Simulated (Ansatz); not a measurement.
Input file for Ansatz (a program for electronic structure): U-PBE/def2-TZVPP on C3F7 (SMILES F[C](F)C(F)(F)C(F)(F)F).

Ansatz 0.2 input:
```yaml
crystal:
  periodic: [false, false, false]
  atoms:
    - {symbol: F, position_ang: [2.12113853, -0.54650679, -0.39439057]}
    - {symbol: C, position_ang: [1.43268034, 0.46253857, 0.10544238]}
    - {symbol: F, position_ang: [1.47283246, 1.52563596, -0.67570503]}
    - {symbol: C, position_ang: [0.06366701, 0.10905241, 0.65668014]}
    - {symbol: F, position_ang: [0.21198009, -0.88692106, 1.55546303]}
    - {symbol: F, position_ang: [-0.44068208, 1.19919293, 1.27230757]}
    - {symbol: C, position_ang: [-0.98530842, -0.36201231, -0.39599274]}
    - {symbol: F, position_ang: [-2.14349289, -0.64338288, 0.20061258]}
    - {symbol: F, position_ang: [-0.54474299, -1.45677944, -1.02267736]}
    - {symbol: F, position_ang: [-1.18797204, 0.59918260, -1.30173999]}
basis:
  gaussian:
    orbitals: def2-TZVPP
hamiltonian:
  xc: {name: PBE}
magnetization: {spin_polarized: true, initial_magnetization: 1}
```

It printed:

```
WARN ansatz: RAYON_NUM_THREADS=4 ignored (pool sized by the plan → 4); use --threads N
Functional definition: PBE
integrals: 0.33 GiB planned
1632 factors; their error is unknown
mean field: 2.41 GiB planned
mean field evaluation 1: about -22112.2124 eV, gradient 3.6e1 eV
mean field evaluation 2: about -22108.8109 eV, gradient 5.2e1 eV
mean field evaluation 4: about -22115.5145 eV, gradient 1.7e0 eV
mean field evaluation 8: about -22115.5210 eV, gradient 9.0e-2 eV
mean field evaluation 16: about -22115.4862 eV, gradient 1.4e-3 eV
mean field -22115.48620559 eV, -812.7291276406 hartree, gradient 2.0e-5 eV, S^2 0.752097; 0 other end points of the search recorded, 0 dependent functions left out
reference -22115.48623121 eV, -812.7291285819 hartree; 41, 40 occupied and 269, 270 virtual orbitals, 1632 factors
Total energy: -22115.48623121 eV, -812.7291285819 hartree
```

Self-consistency was reached.

Cost: very roughly 23 core-seconds.
